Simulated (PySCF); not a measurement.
H$_{3}$O$_{4}$P, triplet, geometry from GFN2-xTB (a higher spin typed on purpose: for a closed-shell molecule this is an excited state); BLYP/3-21G (PySCF).

Here is a job for PySCF.
```python
from pyscf import gto, scf, dft

mol = gto.Mole()
mol.atom = '''
    O     0.779187    0.898003    1.389818
    P    -0.013427   -0.036541    0.294026
    O     1.076143   -0.559310   -0.647213
    O    -0.930757   -1.314796   -0.921209
    O    -0.861013    1.150965   -0.325308
    H     1.632914    0.528250    1.609951
    H    -0.535649   -2.185923   -0.954313
    H    -1.404337    0.806897   -1.034718
'''
mol.basis = '3-21g'
mol.charge = 0
mol.spin = 2
mol.verbose = 4
mol.build()

mf = dft.UKS(mol)
mf.xc = 'blyp'
mf.kernel()
```

The log (banner, timings and long lists left out):

```
PySCF version 2.14.0

[INPUT] verbose = 4
[INPUT] num. atoms = 8
[INPUT] num. electrons = 50
[INPUT] charge = 0
[INPUT] spin (= nelec alpha-beta = 2S) = 2
[INPUT] symmetry False subgroup None
[INPUT] Mole.unit = angstrom
[INPUT] Symbol           X                Y                Z      unit          X                Y                Z       unit  Magmom
[INPUT]  1 O      0.779187000000   0.898003000000   1.389818000000 AA    1.472450029821   1.696979729038   2.626375382991 Bohr   0.0
[INPUT]  2 P     -0.013427000000  -0.036541000000   0.294026000000 AA   -0.025373352675  -0.069052482318   0.555628613501 Bohr   0.0
[INPUT]  3 O      1.076143000000  -0.559310000000  -0.647213000000 AA    2.033615540868  -1.056942718730  -1.223055314258 Bohr   0.0
[INPUT]  4 O     -0.930757000000  -1.314796000000  -0.921209000000 AA   -1.758875818522  -2.484604349674  -1.740832713484 Bohr   0.0
[INPUT]  5 O     -0.861013000000   1.150965000000  -0.325308000000 AA   -1.627078759690   2.175008628960  -0.614743026130 Bohr   0.0
[INPUT]  6 H      1.632914000000   0.528250000000   1.609951000000 AA    3.085760244968   0.998247825301   3.042366463970 Bohr   0.0
[INPUT]  7 H     -0.535649000000  -2.185923000000  -0.954313000000 AA   -1.012229908897  -4.130795799388  -1.803390207112 Bohr   0.0
[INPUT]  8 H     -1.404337000000   0.806897000000  -1.034718000000 AA   -2.653812316593   1.524814340733  -1.955333636158 Bohr   0.0

nuclear repulsion = 268.141986557275
number of shells = 33
number of NR pGTOs = 96
number of NR cGTOs = 55
basis = 3-21g
ecp = {}

******** <class 'pyscf.dft.uks.UKS'> ********
method = UKS
initial guess = minao
damping factor = 0
level_shift factor = 0
DIIS = <class 'pyscf.scf.diis.CDIIS'>
diis_start_cycle = 1
diis_space = 8
diis_damp = 0
SCF conv_tol = 1e-09
SCF conv_tol_grad = None
SCF max_cycles = 50
direct_scf = True
direct_scf_tol = 1e-13
number electrons alpha = 26  beta = 24
XC library pyscf.dft.libxc version 7.1.2
    S. Lehtola, C. Steigemann, M. J. T. Oliveira, and M. A. L. Marques,  SoftwareX 7, 1–5 (2018)
XC functionals = blyp
    A. D. Becke,  Phys. Rev. A 38, 3098 (1988)
    C. Lee, W. Yang, and R. G. Parr,  Phys. Rev. B 37, 785 (1988)
    B. Miehlich, A. Savin, H. Stoll, and H. Preuss,  Chem. Phys. Lett. 157, 200 (1989)
radial grids:
    Treutler-Ahlrichs [JCP 102, 346 (1995); DOI:10.1063/1.469408] (M4) radial grids

becke partition: Becke, JCP 88, 2547 (1988); DOI:10.1063/1.454033
pruning grids: <function nwchem_prune>
grids dens level: 3
symmetrized grids: False
atomic radii adjust function: <function treutler_atomic_radii_adjust>
small_rho_cutoff = 0
Set gradient conv threshold to 3.16228e-05
tot grids = 104936
init E= -640.999553164562

cycle= 1 E= -640.106820323872  delta_E= 0.893  |g|= 0.931  |ddm|= 2.22
cycle= 2 E= -639.264610415406  delta_E= 0.842  |g|= 1.66  |ddm|= 2.16
cycle= 3 E= -640.076324647927  delta_E= -0.812  |g|= 0.836  |ddm|= 1.89

cycle= 4 E= -640.431871476229  delta_E= -0.356  |g|= 0.103  |ddm|= 0.874

cycle= 5 E= -640.434091296814  delta_E= -0.00222  |g|= 0.0828  |ddm|= 0.167

cycle= 6 E= -640.436442550561  delta_E= -0.00235  |g|= 0.0396  |ddm|= 0.105

cycle= 7 E= -640.437102454441  delta_E= -0.00066  |g|= 0.0106  |ddm|= 0.0398

cycle= 8 E= -640.437138290138  delta_E= -3.58e-05  |g|= 0.00708  |ddm|= 0.0145

cycle= 9 E= -640.437154684543  delta_E= -1.64e-05  |g|= 0.00262  |ddm|= 0.00735

cycle= 10 E= -640.43715840544  delta_E= -3.72e-06  |g|= 9.77e-05  |ddm|= 0.00277

cycle= 11 E= -640.437158409765  delta_E= -4.32e-09  |g|= 7.89e-05  |ddm|= 0.000218

cycle= 12 E= -640.437158413071  delta_E= -3.31e-09  |g|= 2.71e-06  |ddm|= 8.77e-05

cycle= 13 E= -640.437158413077  delta_E= -5.91e-12  |g|= 8.2e-07  |ddm|= 5.56e-06

Extra cycle  E= -640.437158413068  delta_E= 8.41e-12  |g|= 3.56e-06  |ddm|= 4.41e-06
converged SCF energy = -640.437158413068  <S^2> = 2.0032003  2S+1 = 3.0021328
```
